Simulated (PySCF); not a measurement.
2-pyridinemethanethiol, C6H7NS.
SMILES with atom numbers: `[SH:1][CH2:2][c:3]1[cH:4][cH:5][cH:6][cH:7][n:8]1` (hydrogens: H9 on S1; H10, H11 on C2; H12 on C4; H13 on C5; H14 on C6; H15 on C7)

Computed with PySCF, PBE0-D3(BJ)/def2-SVP geometry optimisation, gas phase.

Question: What internal coordinates does the optimisation give?

Answer: 
```
          bond  length (pm)
         S1–C2        182.4
         C2–C3        150.0
         C3–C4        139.8
         C4–C5        139.2
         C5–C6        139.2
         C6–C7        139.5
         C7–N8        132.7
         C3–N8        133.5
         S1–H9        135.1
C2–H10, C2–H11        109.9
        C4–H12        109.2
        C5–H13        109.3
        C6–H14        109.2
        C7–H15        109.6
```

Bonds in one row agree within 1 pm and their mean is given. A selection of angles:
```
   angle  degrees
S1–C2–C3    112.0
C2–C3–C4    122.0
C2–C3–N8    115.8
C4–C3–N8    122.2
C3–C4–C5    118.8
C4–C5–C6    118.8
C5–C6–C7    118.1
C6–C7–N8    123.4
C3–N8–C7    118.7
H9–S1–C2     94.2
```

Dihedral angles: S1–C2–C3–C4 110° (anticlinal); H9–S1–C2–C3 55° (synclinal). The mirror-image conformer, all signs reversed, is as good.

The 6-membered ring C3–C4–C5–C6–C7–N8 has internal angles of 118.1° to 123.4°; it is planar, 0.00 Å rms from its mean plane, widest ring torsion 0°. Of the pairs four or more bonds apart, N8···H9 is among the closest relative to their van der Waals radii: 2.66 Å, 97 % of the sum of Bondi's values. The C–C distances run from 1.392 Å (C5–C6, aromatic) to 1.500 Å (C2–C3, drawn single), a spread of 0.108 Å. S1 (thiol sulfur) is bent (angle 94.2°).

Point group: C1 (no symmetry element, even within 0.4 Å). No PBE0-D3(BJ)/def2-SVP frequencies stand behind this structure, so it isn't proved a minimum. One conformer, not necessarily the lowest (H–S1–C2–C3 55°, S1–C2–C3–C4 110°).
